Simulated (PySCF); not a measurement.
CH8GeOSi, SMILES C[SiH2][O][GeH3].

The structure is a stationary point at PBE-D3(BJ)/def2-SVP. The structure was generated by enumeration, and PubChem lists no compound with its InChIKey, so it may never have been made. Other conformers were not sampled.

All values below come from PBE-D3(BJ)/def2-SVP (PySCF).

Frequencies are harmonic and unscaled.

```csv
mode,ν (cm⁻¹),IR (km/mol),moving atoms (share of kinetic energy)
1,35,2.8,"O 53 %, H 21 %, C 16 %"
2,53,0.2,H 87 %
3,96,1.4,"O 35 %, Si 22 %, H 20 %, C 13 %, Ge 10 %"
4,155,0.3,H 92 %
5,198,1.4,"C 30 %, H 25 %, Si 21 %, Ge 19 %"
6,481,7.7,H 94 %
7,517,12.6,"O 37 %, Si 23 %, H 19 %, Ge 17 %"
8,612,22.4,H 91 %
9,627,27.5,"H 86 %, O 8 %"
10,680,2.4,"C 38 %, H 37 %, Si 16 %"
11,708,48.6,"H 83 %, O 9 %"
12,744,51.7,"H 55 %, C 23 %, Si 18 %"
13,821,483.5,H 83 %
14,837,37.2,H 98 %
15,842,43.1,H 98 %
16,849,50.4,"H 76 %, C 18 %"
17,904,118.6,H 81 %
18,945,70.8,H 91 %
19,969,329.7,"O 58 %, Si 21 %, H 20 %"
20,1216,29.0,"H 77 %, C 22 %"
21,1377,3.6,H 96 %
22,1384,2.5,H 96 %
23,2069,59.6,H 99 %
24,2077,110.1,H 98 %
25,2111,109.1,H 99 %
26,2125,186.9,H 96 %
27,2130,116.5,H 98 %
28,2978,1.5,H 97 %
29,3079,3.2,"H 91 %, C 9 %"
30,3085,2.3,"H 91 %, C 9 %"
```
